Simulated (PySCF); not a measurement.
H4N, SMILES [NH4+], charge +1.

The structure is a stationary point at r2SCAN-D4/def2-TZVPD.

Two levels are set side by side: TDA-PBE/def2-TZVPD (PySCF) and TDA-PBE0/def2-TZVPD (PySCF). Vertical, same geometry. The lowest singlet is HOMO→LUMO 99 % with PBE and HOMO−1→LUMO 100 % with the other functional; states are paired by order. Differences are taken from unrounded values.

```json
[
 {"quantity": "lowest singlet excitation (eV)", "TDA-PBE0": "15.11", "TDA-PBE": "14.49", "TDA-PBE minus TDA-PBE0": "-0.62"},
 {"quantity": "lowest triplet excitation (TDA) (eV)", "TDA-PBE0": "14.12", "TDA-PBE": "13.67", "TDA-PBE minus TDA-PBE0": "-0.44"},
 {"quantity": "first bright state (f over 0.05) (eV)", "TDA-PBE0": "15.11", "TDA-PBE": "14.49", "TDA-PBE minus TDA-PBE0": "-0.62"},
 {"quantity": "its oscillator strength", "TDA-PBE0": "0.15", "TDA-PBE": "0.13", "TDA-PBE minus TDA-PBE0": "-0.03"}
]
```

A lower first singlet is the usual sign of a functional without exact exchange. Differences between two approximate levels are no errors against the true value.

Rough cost on one machine, each run with all the roots and properties that it gave: TDA-PBE0 against TDA-PBE within a factor of 2.
